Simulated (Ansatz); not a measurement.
`[SiH3]OB(Cl)Cl`, charge 0, multiplicity 1.

(1) Give a relaxed structure at PBE0-D4/def2-TZVP (Ansatz). (Estimate.)

Answers

(1) The calculation gave: 
```xyz
8

Si   -0.376    1.014   -0.660
O     0.293    0.207    0.638
B     0.495   -1.084    0.899
Cl    0.020   -2.333   -0.253
Cl    1.244   -1.566    2.405
H     0.410    0.722   -1.880
H    -0.302    2.451   -0.319
H    -1.785    0.588   -0.831
```
Point group Cs.
